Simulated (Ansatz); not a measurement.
A structure relaxed at PBE0-D4/def2-TZVP, charge 0, multiplicity 1:

| atom | x (Å) | y (Å) | z (Å) |
| --- | --- | --- | --- |
| Si1 | -0.8558 | -1.0552 | 0.3404 |
| Si2 | 1.3158 | -0.1792 | 0.4449 |
| Sn3 | -0.4538 | 1.2157 | -0.7743 |
| H4 | -1.6439 | -1.1089 | 1.5980 |
| H5 | -1.0850 | -2.2471 | -0.5152 |
| H6 | 2.3740 | -0.8560 | -0.3475 |
| H7 | 1.8135 | 0.2801 | 1.7665 |
| H8 | -1.0540 | 2.6269 | -0.0441 |
| H9 | -0.4107 | 1.3238 | -2.4688 |

Q: Give its formula and SMILES.

A: H6Si2Sn, `[SiH2]1[SiH2][SnH2]1`.

Q: Point group (tolerance 0.08 Å, 0.16 Å for H)?

A: C2v.

Q: Summarise the bond lengths by kind.

A: 1 × Si–Si 2.344 Å; 2 × Si–Sn 2.561 to 2.562 Å; 4 × H–Si 1.485 Å; 2 × H–Sn 1.699 Å.

Computed with Ansatz.
